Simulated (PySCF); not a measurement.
**Ce(2+) (cerium, charge +2) across methods**

[Xe] 4f1 5d1, one real determinant (an excited configuration). All numbers are calculated (PySCF 2.14, the spin-free X2C one-electron Hamiltonian (Gaussian nucleus), in cc-pVDZ-X2C (8s7p5d3f1g, 84 functions)).

```
method  E (hartree)  mean ε 5p β (eV)  mean ε 4f α (eV)  mean ε 5d α (eV)  Σ⟨r²⟩ (bohr²)   ⟨S²⟩
  PBE0     -8858.68           -37.138           -21.108           -16.615          46.66  2.002
   UHF  -8855.75780           -41.045           -27.466           -18.987          46.99  2.006
r2SCAN     -8859.03           -35.932           -19.207           -15.746          46.68  2.003
   PBE     -8858.62           -35.412           -18.756           -15.586          46.76  2.001
```

(1) Estimate the same row for LDA.

⟨L²⟩ = 18.02 against 30 for a pure H term, so this real determinant mixes terms. Spin-orbit coupling, absent here, splits the open shell strongly.

## Answers

(1) E (hartree) = -8851.63; mean ε 5p β (eV) = -35.628; mean ε 4f α (eV) = -18.730; mean ε 5d α (eV) = -15.504; Σ⟨r²⟩ (bohr²) = 46.73; ⟨S²⟩ = 2.000.
